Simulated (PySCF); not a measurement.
Gas-phase reaction: H3SiGeH3 + 3 Si → GeH2 + 4 SiH

Method: PySCF energies (xtb for GFN2) plus ideal-gas RRHO corrections (1 bar). † marks an energy on the PBE0/def2-TZVP geometry and frequencies; other levels use their own. MP2 and CCSD(T) freeze the core. Open shells (unrestricted): Si (multiplicity 3, electronic degeneracy 9), SiH (multiplicity 2, electronic degeneracy 4); the rest are closed-shell singlets. GFN2 has no spin-polarisation term. Spin-orbit splitting is ignored; it lowers the true energy and changes the entropy of Si, SiH. Ge: all electrons, no relativistic terms. GeH2: computed as isolated molecules; such fragments, hydroxides, amides, oligomers or adducts are transient or little studied in the gas. MP2 isn't extrapolated to the basis-set limit; its ΔH°(298 K) is 333.9 kJ in def2-SVP and 336.0 kJ in def2-TZVPP. CCSD(T) isn't extrapolated to the basis-set limit; its ΔH°(298 K) is 288.7 kJ in def2-SVP and 283.8 kJ in def2-TZVPP. The harmonic model lacks anharmonicity and excited electronic states, which grow with temperature; levels with a mode under 35 cm⁻¹ are left out. Internal rotation in H3SiGeH3 is treated as a harmonic vibration of one conformer, which makes the entropy rough. Warning, large T1 diagnostic: SiH (CCSD(T)/def2-TZVPP†).

| level | ΔE electronic, kJ | ΔH°(298 K), kJ | ΔS°(298 K), J/K | ΔG°(600 K), kJ |
|---|---|---|---|---|
| BLYP/def2-TZVP† | 234 | 197 | 215 | 68 |
| CCSD(T)/def2-SVP† | 326 | 289 | 215 | 160 |
| CCSD(T)/def2-TZVPP† | 321 | 284 | 215 | 155 |
| GFN2-xTB | 107 | 63 | 203 | -58 |
| MP2/def2-TZVPP† | 374 | 336 | 215 | 207 |
| PBE/def2-SVP | 302 | 265 | 215 | 137 |
| PBE/def2-TZVP† | 296 | 258 | 215 | 129 |
| PBE0/def2-QZVP† | 318 | 281 | 215 | 152 |
| ωB97M-V/def2-TZVP† | 285 | 248 | 215 | 119 |
ΔH° is lowest at GFN2-xTB and highest at MP2/def2-TZVPP†. No reference value is set beside these.
